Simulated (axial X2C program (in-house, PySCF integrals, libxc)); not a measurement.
# TlCl: properties at the nuclei

Computed with an in-house all-electron X2C program for linear molecules (integrals from PySCF): two-component X2C with atomic mean-field Coulomb and Gaunt terms, Gaussian nuclei, basis Tl dyall-cv3z, Cl dyall-av3z with contracted cores.

R = 2.503 Å (near the PBE0 minimum at charge 0 of the determinant lowest at the starting distance; the state shown can have its own minimum elsewhere).

Determinant lowest in the PBE0 search, Ω = 0 (closed shell), highest spinor 55% Cl p, 20% Tl p, 19% Tl s:

| level | qzz Tl (a.u.) | qzz Cl (a.u.) | μ (D) |
| --- | --- | --- | --- |
| PBE0 | -8.11 | 0.92 | -4.45 |
| HF | -8.51 | 0.86 | -4.72 |
| TPSSh | -7.98 | 0.89 | -4.39 |
| BHandHLYP | -8.18 | 0.89 | -4.63 |
| r2SCAN | -8.17 | 0.84 | -4.31 |

qzz is the electric field gradient, eQq0 = 234.96 MHz × Q/barn × qzz; μ is positive if the Cl end (last atom) is positive. The operators were transformed with the bare-nucleus X2C matrices; with these basis sets, hyperfine constants and field gradients can be off by tens of per cent, and where levels differ in sign neither size nor sign is settled.

Task: With Q(35Cl) = -0.08112 barn (Q from Pyykkö, Mol. Phys. 2018), turn the PBE0 values of the first state into constants in MHz.

Result: eQq0(35Cl) = 234.96 × (-0.08112) × (0.92) = -17.5 MHz.

Each state is one determinant with collinear spin. The search compared states at one distance, so a state with another bond length can lie lower.
